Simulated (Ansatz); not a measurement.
Cost and result for the atomization energy of C2H4ClFOSi, SMILES `F[Si]1(Cl)CCO1` (10 atoms, 10 bonds).

```csv
atom,x (Å),y (Å),z (Å)
F1,-0.638,-2.032,1.271
Si2,-0.254,-0.516,1.031
Cl3,0.149,0.241,2.871
C4,0.844,-0.108,-0.400
C5,-0.433,0.605,-0.899
O6,-1.377,0.322,0.177
H7,1.162,-0.945,-1.019
H8,1.687,0.553,-0.208
H9,-0.825,0.195,-1.831
H10,-0.315,1.685,-0.993
```

Total charge 0; spin multiplicity 1. All single points use the PBE0-D4/def2-TZVP geometry. Program: Ansatz. All runs use 4 threads of an AMD EPYC 9R45 on a shared host. Times are those of one run each, without the atoms' runs, and a repeat can differ threefold. Electronic energies, without spin–orbit coupling; frozen cores. CCSD(T)/CBS adds CCSD(T) − MP2 in def2-TZVPP to the MP2 limit, and its time is that of the two runs behind it. T1 = 0.011. B3LYP takes the VWN-RPA correlation (the form of Gaussian; ORCA's B3LYP/G).

CCSD(T)/CBS is a level of theory with its own doubt, some kJ/mol a heavy atom from the limit and from the frozen cores, so smaller differences don't rank the functionals.

```json
{"level": "PBE-D4/def2-TZVPP (with forces)", "functions": "264", "wall time": "1.1 s", "atomization (kJ/mol)": "4216.2", "difference from CCSD(T)/CBS": "81.4", "per bond": "8.1"}
{"level": "PBE0-D4/def2-TZVPP", "functions": "264", "wall time": "1.4 s", "atomization (kJ/mol)": "4134.7", "difference from CCSD(T)/CBS": "-0.1", "per bond": "0.0"}
{"level": "r2SCAN-D4/def2-TZVPP (with forces)", "functions": "264", "wall time": "1.8 s", "atomization (kJ/mol)": "4148.3", "difference from CCSD(T)/CBS": "13.5", "per bond": "1.4"}
{"level": "B3LYP-D4/def2-TZVPP (with forces)", "functions": "264", "wall time": "2.3 s", "atomization (kJ/mol)": "4094.5", "difference from CCSD(T)/CBS": "-40.3", "per bond": "-4.0"}
{"level": "B2PLYP/def2-TZVPP", "functions": "264", "wall time": "2.3 s", "atomization (kJ/mol)": "4073.7", "difference from CCSD(T)/CBS": "-61.1", "per bond": "-6.1"}
{"level": "ωB97X-V/def2-TZVPP", "functions": "264", "wall time": "2.9 s", "atomization (kJ/mol)": "4143.1", "difference from CCSD(T)/CBS": "8.3", "per bond": "0.8"}
{"level": "ωB97M-V/def2-TZVPP (with forces)", "functions": "264", "wall time": "4.2 s", "atomization (kJ/mol)": "4146.8", "difference from CCSD(T)/CBS": "12.0", "per bond": "1.2"}
{"level": "MP2/def2-QZVPP", "functions": "488", "wall time": "9 s", "atomization (kJ/mol)": "4215.3", "difference from CCSD(T)/CBS": "80.5", "per bond": "8.1"}
{"level": "CCSD(T)/def2-TZVPP", "functions": "264", "wall time": "66 s", "atomization (kJ/mol)": "4017.0", "difference from CCSD(T)/CBS": "-117.8", "per bond": "-11.8"}
{"level": "CCSD(T)/CBS(def2)", "functions": "–", "wall time": "75 s", "atomization (kJ/mol)": "4134.8", "difference from CCSD(T)/CBS": "0.0", "per bond": "0.0"}
```

From PBE to PBE0 (25 % exact exchange), in def2-TZVPP and without D4, the atomization energy moves by −77.7 kJ/mol: exact exchange takes away binding that semilocal exchange gives to molecules. In def2-TZVPP, CCSD(T) changes the Hartree–Fock value by +1002.4 kJ/mol (the triples alone add +69.5 kJ/mol) and MP2 by +1130.0 kJ/mol; breaking electron pairs costs correlation energy, which Hartree–Fock lacks. The D4 term adds +39.9 kJ/mol with B3LYP and +20.8 kJ/mol with PBE0; it sums over pairs of atoms, weighted by their polarisabilities, and B3LYP, whose exchange is more repulsive, gets the larger term.
